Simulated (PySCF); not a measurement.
Isomers of C9H10F2, one GFN2-xTB conformer each. Single-point energies are computed at PBE0/pcSseg-1 (PySCF, gas phase, no added dispersion term), electronic only.

```
                   SMILES  GFN2-xTB relative energy (kJ/mol)
CCC1=CC=C(F)[C@@H](F)C=C1                              143.7
        CC(F)(F)Cc1ccccc1                                0.0
        CCC(F)(F)c1ccccc1                               13.4
```

Conformers: `[CH3:1][CH2:2][C:3]1=[CH:4][CH:5]=[C:6]([F:7])[C@@H:8]([F:9])[CH:10]=[CH:11]1` with C1–C2–C3–C4 -9°, C3–C4–C5–C6 -31°, C5–C6–C8–F9 -58°, C6–C8–C10–C11 -63°, C2–C3–C11–C10 -153°; `[CH3:1][C:2]([F:3])([F:4])[CH2:5][c:6]1[cH:7][cH:8][cH:9][cH:10][cH:11]1` with C1–C2–C5–C6 -54°, C2–C5–C6–C7 99°; `[CH3:1][CH2:2][C:3]([F:4])([F:5])[c:6]1[cH:7][cH:8][cH:9][cH:10][cH:11]1` with C1–C2–C3–F4 57°, C2–C3–C6–C7 89°.

Problem. What does PBE0/pcSseg-1 give for the same structures?

Solution. 
```json
{"SMILES": "CC(F)(F)Cc1ccccc1", "PBE0/pcSseg-1 E (Eh)": "-548.01744", "PBE0/pcSseg-1 (kJ/mol)": "0.0", "GFN2-xTB (kJ/mol)": "0.0", "point group": "C1"}
{"SMILES": "CCC(F)(F)c1ccccc1", "PBE0/pcSseg-1 E (Eh)": "-548.01346", "PBE0/pcSseg-1 (kJ/mol)": "10.4", "GFN2-xTB (kJ/mol)": "13.4", "point group": "Cs"}
{"SMILES": "CCC1=CC=C(F)[C@@H](F)C=C1", "PBE0/pcSseg-1 E (Eh)": "-547.94360", "PBE0/pcSseg-1 (kJ/mol)": "193.9", "GFN2-xTB (kJ/mol)": "143.7", "point group": "C1"}
```

Both levels put the same isomer lowest; measured from each level's own lowest isomer, the values differ by up to 50.2 kJ/mol (CCC1=CC=C(F)[C@@H](F)C=C1: 143.7 against 193.9). As drawn, the lowest has an aromatic ring and two fluorines on one carbon, which the highest lacks; the highest has a C=C bond outside aromatic rings, which the lowest lacks. Neighbours about 10 kJ/mol apart or less (CC(F)(F)Cc1ccccc1 and CCC(F)(F)c1ccccc1) can change places with a better method, another conformer or zero-point energy.

Problem. Which frontier levels, dipoles and rotational constants go with these structures?

Solution. 
```csv
SMILES,"HOMO (eV, PBE0/pcSseg-1)",LUMO (eV),dipole (D),"A, B, C (MHz)"
CC(F)(F)Cc1ccccc1,-7.34,-0.40,2.27,"2507, 665.1, 607.6"
CCC(F)(F)c1ccccc1,-7.56,-0.56,2.34,"2417, 696.9, 642.7"
CCC1=CC=C(F)[C@@H](F)C=C1,-6.67,-1.01,2.13,"2038, 732.4, 650.4"
```
